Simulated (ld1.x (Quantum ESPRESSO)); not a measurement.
# What one change does to a pseudopotential (In (Z = 49), TM)

indium, norm-conserving Troullier–Martins (Kleinman–Bylander form), made with ld1.x (Quantum ESPRESSO) 7.5 (Wu–Cohen, scalar-relativistic). Core [Kr] 4d10, reference 5s2 5p1. Waves: 5p (bound): rc 2.75 bohr; 5s (bound): rc 1.70 bohr. Local part: the s channel. Core correction: none.

All-electron outer shells of the reference configuration (Wu–Cohen, scalar-relativistic, ld1.x):

```csv
shell,level (eV),outermost node (bohr),outermost maximum (bohr)
4p,-78.04,0.42,0.82
4d,-18.57,0.40,0.94
5s,-8.27,1.02,2.16
5p,-2.50,1.14,2.85
```

Change: all radii scaled by about 0.84 (s 1.42, p 2.30 bohr).

Cutoffs: the cutoffs (Ry, on a coarse ladder) from which the occupation-weighted sum of valence levels, in a spherical-Bessel basis at the reference potential, stays within 10 and 1 mRy of its value at 400 Ry; they do not see the model core or the augmentation charge, which bear on the density cutoff. Errors are all-electron minus pseudo energies relative to the spin-unpolarised reference configuration.

Q: What does the change do?

A: The potential gets harder (25 Ry and 55 Ry → 90 Ry and 160 Ry); a bound ghost appears in p, which as a rule spoils a file; of the 7 tests that both files solve, the error grows in 3 and shrinks in 2 by more than 15 % and 0.3 meV (median size 6.6 → 9.7 meV). A smaller radius makes the pseudo-wave follow the all-electron one further in, where it bends more sharply, so more plane waves are needed.

| quantity | base | changed |
| --- | --- | --- |
| cutoff, loose | 25 Ry | 90 Ry |
| cutoff, tight | 55 Ry | 160 Ry |
| loose cutoff by channel (10 mRy a level) | p 6 Ry, s 21 Ry | p 8 Ry, s 70 Ry |
| bound ghosts | none | p |
| error for 5s2 5p0, meV [ΔE 5.35 eV] | -6.6 | +2.5 |
| error for 5s1 5p0, meV [ΔE 24.65 eV] | -7.8 | +67 |
| error for 5s2 5p0.5, meV [ΔE 1.93 eV] | -1.9 | -0.6 |
| error for 5s1 5p1, meV [ΔE 12.04 eV] | +3.1 | +9.7 |
| error for 5s2 5p1.3, meV [ΔE -0.52 eV] | -0.1 | +0.1 |
| error for 5s0 5p3, meV [ΔE 12.05 eV] | +81 | +128 |
| error for 5s1 5p2, meV [ΔE 5.90 eV] | +14 | +15 |

 A true bound ghost makes a file unfit for plane-wave use even where its test errors are small: the radial tests pick states by their node count and pass the ghost by.
